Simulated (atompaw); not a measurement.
**What one change does to a pseudopotential (bromine, PAW (atompaw))**

atompaw 4.2.0.5 input, output lines left out:

```
Br 35
GGA-PBE scalarrelativistic loggrid 1500 logderivrange -3 5 201
4 4 3 0 0 0
4 1 5
0 0 0
c
c
c
v
c
c
v
c
2
1.70 1.25 1.45 1.45
y
-1.15
n
y
0.25
n
y
0.15
n
custom rrkj vanderbiltortho sinc
3 0 vpsmatchnc
1.70
1.70
1.70
1.70
1.70
```

Change: reference 4s2 4p3.

Cutoffs: the cutoffs (Ry, on a coarse ladder) from which the occupation-weighted sum of valence levels, in a spherical-Bessel basis at the reference potential, stays within 10 and 1 mRy of its value at 400 Ry; they do not see the model core or the augmentation charge, which bear on the density cutoff.

Task: What does the change do?

Result: The potential gets neither clearly harder nor softer (15 Ry and 30 Ry → 15 Ry and 30 Ry); both files keep a bound ghost (s); the range in which the d phases agree widens (upper end 1.4 → 2.9).

```tsv
quantity	base	changed
cutoff, loose	15 Ry	15 Ry
cutoff, tight	30 Ry	30 Ry
loose cutoff by channel (10 mRy a level)	s 6 Ry, p 10 Ry	s 6 Ry, p 12 Ry
bound ghosts	s	s
s: phases at 1.70 bohr within 0.05 rad from the reference energy up to (Ry; the scan ends near 5)	to the end of the scan	to the end of the scan
p: phases at 1.70 bohr within 0.05 rad from the reference energy up to (Ry; the scan ends near 5)	to the end of the scan	to the end of the scan
d: phases at 1.70 bohr within 0.05 rad from the reference energy up to (Ry; the scan ends near 5)	1.4	2.9
lowest overlap eigenvalue by channel	s 0.18, p 0.49, d 1.00	s 0.17, p 0.47, d 1.00
```

 A true bound ghost makes a file unfit for plane-wave use even where its test errors are small: the radial tests pick states by their node count and pass the ghost by. The cutoffs see the waves, projectors and local potential, not the compensation charge or the core.
